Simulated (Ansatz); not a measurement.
Energy difference R1 → 2 P1, each structure at its B3LYP-D3(BJ)/def2-TZVP stationary point, reached from a drawn start (curvature not checked).
R1, H2 (SMILES [H][H]) (charge 0, multiplicity 1):
```xyz
2

H      0.0000     0.0000    -0.3720
H      0.0000     0.0000     0.3720
```
P1: H atom, charge 0, multiplicity 2.

P less R. No zero-point or thermal terms.

CBS: X⁻³ extrapolation of the correlation energy, Hartree–Fock from the larger set.

Codes used: Ansatz (a first-principles code) with Gaussian orbitals. All values are computed, each at the level named.

PBE/def2-TZVPP gives 104.73 kcal/mol for the reaction energy.

Where do these levels fall relative to PBE: r2SCAN/def2-TZVPP, PBE0/def2-TZVPP, wB97M-V/def2-TZVPP, B2PLYP/def2-TZVPP, MP2/CBS(cc-pVTZ, cc-pVQZ), CCSD(T)/CBS(cc-pVTZ, cc-pVQZ).

r2SCAN/def2-TZVPP 2.85; PBE0/def2-TZVPP -0.30; wB97M-V/def2-TZVPP 3.90; B2PLYP/def2-TZVPP 3.65; MP2/CBS(cc-pVTZ, cc-pVQZ) 0.51; CCSD(T)/CBS(cc-pVTZ, cc-pVQZ) 4.84 kcal/mol. 5 of 6 lie above PBE; the widest gap is to CCSD(T)/CBS(cc-pVTZ, cc-pVQZ).
